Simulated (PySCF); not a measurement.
C4H10Sn, SMILES C=[CH][SnH2][CH2]C. Heavy atoms are numbered as in [SnH2:1]([CH:2]=[CH2:3])[CH2:4][CH3:5]. Hydrogens are named by the atom that carries them.

Geometry optimised at B3LYP-D3(BJ)/def2-SVP. The def2 effective core potentials stand for the cores of Sn; spin–orbit coupling is left out. Other conformers were not sampled.

Method: PBE/def2-TZVP (PySCF).

ESP charges are fitted to the potential on shells at 1.4 to 2.0 van der Waals radii. Atomic charges (e), one atom of each kind:

```
atom        Löwdin  Mulliken  ESP fit
----------  ------  --------  -------
Sn1 (SnH2)    0.50      0.59     0.36
C2 (CH)      -0.36     -0.35    -0.28
C3 (CH2)     -0.24     -0.25    -0.35
C4 (CH2)     -0.46     -0.44    -0.01
C5 (CH3)     -0.35     -0.36    -0.30
H on Sn1     -0.05     -0.08    -0.10
H on C2       0.13      0.11     0.16
H on C3       0.12      0.12     0.16
H on C4       0.13      0.12     0.03
H on C5       0.12      0.12     0.08
```
